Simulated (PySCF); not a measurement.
Delta-SCF ions had no search for a lower state. Excitations are Tamm–Dancoff values on a coarser integration grid. The basis has no diffuse functions, so Rydberg states are missing or too high.

Cartesian coordinates (Å):
```xyz
15

C      2.4673     0.4569    -0.3847
Si     1.2629    -0.6906    -0.0339
C     -0.4994    -0.2846     0.4634
C     -1.5040    -0.9638    -0.4682
C     -0.7265     1.2210     0.5421
H      2.2930     1.5254    -0.3297
H      3.4681     0.1625    -0.6791
H      1.5489    -2.1442    -0.1271
H     -0.6308    -0.7104     1.4674
H     -1.3521    -2.0448    -0.5203
H     -2.5270    -0.7883    -0.1216
H     -1.4270    -0.5674    -1.4845
H     -0.0398     1.6999     1.2430
H     -0.5852     1.6911    -0.4347
H     -1.7483     1.4373     0.8679
```
Charge 0, multiplicity 1.

Question: Give the LUMO, vertical ionisation energy (Delta-SCF), S1–T1 gap (TDA), S1 oscillator strength and HOMO–LUMO gap at the level PBE0-D3(BJ)/def2-TZVP in PySCF 2.14.0.

Answer: 
- LUMO: -0.68 eV
- vertical ionisation energy (Delta-SCF): 8.11 eV
- S1–T1 gap (TDA): 2.81 eV
- S1 oscillator strength: 0.339
- HOMO–LUMO gap: 5.53 eV
